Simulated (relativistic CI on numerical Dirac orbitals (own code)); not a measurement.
## Electric-dipole lines of Si3+

Method of calculation: Dirac-Coulomb-Breit CI, separate exchange-only KLI orbitals for each configuration, a model potential for QED, valence Slater integrals scaled by 0.85, P86 correlation estimate, and configurations built on the next ion tied to the tabulated ionisation energy (semi-empirical) (own radial code, finite nucleus).

CI space (outside the closed core [Ne]): 3s, 3p, 3d, 4s, 4p, 4d, 4f, 5s, 5p, 5d, 5g, 5f. Levels of other configurations are missing.

```tsv
λ vac (Å)	Lower	Upper	A (s⁻¹)	gf	Branching (%)
755.64	3d 2D_5/2 [4]	5f 2F°_7/2 [19]	1.44e+09	9.84e-01	68.6
755.69	3d 2D_3/2 [5]	5f 2F°_5/2 [18]	1.34e+09	6.89e-01	64.1
1077.3	3d 2D_5/2 [4]	4f 2F°_7/2 [12]	3.88e+09	5.40e+00	100.0
1077.4	3d 2D_3/2 [5]	4f 2F°_5/2 [11]	3.62e+09	3.78e+00	93.3
1130.5	3p 2P°_1/2 [2]	3d 2D_3/2 [5]	2.18e+09	1.67e+00	83.5
1136.3	3p 2P°_3/2 [3]	3d 2D_5/2 [4]	2.59e+09	3.00e+00	100.0
1360.7	3s 2S_1/2 [1]	3p 2P°_3/2 [3]	1.00e+09	1.11e+00	100.0
1368.9	3s 2S_1/2 [1]	3p 2P°_1/2 [2]	9.83e+08	5.52e-01	100.0
1734.7	3d 2D_5/2 [4]	4p 2P°_3/2 [8]	4.73e+08	8.53e-01	50.4
2150.3	4p 2P°_3/2 [8]	5s 2S_1/2 [13]	5.96e+08	8.26e-01	27.1
3145.3	4p 2P°_1/2 [7]	4d 2D_3/2 [10]	4.05e+08	2.40e+00	79.5
3161.0	4p 2P°_3/2 [8]	4d 2D_5/2 [9]	4.80e+08	4.31e+00	94.7
3816.2	4d 2D_5/2 [9]	5p 2P°_3/2 [15]	2.02e+08	1.77e+00	30.0
3827.2	4d 2D_3/2 [10]	5p 2P°_1/2 [14]	2.25e+08	9.87e-01	32.8
4061.8	4s 2S_1/2 [6]	4p 2P°_3/2 [8]	1.60e+08	1.58e+00	17.0
4087.2	4s 2S_1/2 [6]	4p 2P°_1/2 [7]	1.57e+08	7.86e-01	16.6
6600.6	5p 2P°_1/2 [14]	5d 2D_3/2 [17]	1.18e+08	3.07e+00	43.9
6632.8	5p 2P°_3/2 [15]	5d 2D_5/2 [16]	1.40e+08	5.52e+00	52.1
8822.6	5s 2S_1/2 [13]	5p 2P°_3/2 [15]	4.46e+07	2.08e+00	6.6
8877.4	5s 2S_1/2 [13]	5p 2P°_1/2 [14]	4.38e+07	1.04e+00	6.4
```

Terms are leading LS components. Brackets give the number of a level in order of energy, since labels repeat. The list gives strong lines, with weight on those to low levels, without lines whose two gauges differ by over a factor of 2.5, and without lines across small gaps between configurations, and without 6 lines that miss the measured interval by over 3.5 %, start from a term whose rates miss tabulated ones by over 60 %, have gauges far apart or, lacking measured levels, span too small a gap for the errors found; lines with a level outside our table were not tested and can miss by more. Levels whose partners in the same complex of configurations lie outside the list can be far off, and so can their lines. Rates are taken at the computed energies, electric ones in the length gauge.

Configurations that consist of the next ion and one excited electron were tied to the tabulated ionisation energy; Rydberg ones are usually within 1,000 to 3,000 cm⁻¹ and the lowest ones within about 6,000 (9,000 in d shells), while levels on excited terms of the next ion carry the error of that term, and the other configurations can be misplaced by 10,000 cm⁻¹ or more. Rates follow the energies as ν³ (E1, M1) or ν⁵ (E2), so rates, branching and lifetimes can be off by large factors. The fine structure of a lone outer electron comes out too small, for d and f at times inverted, and misplaced configurations move strength between like terms. 16 of the 16 excited levels that our extract of the measured tables holds in this range could be paired (the sources list more); they are missed by 738 cm⁻¹ on average and 1762 at most, and levels without a partner can miss by more.
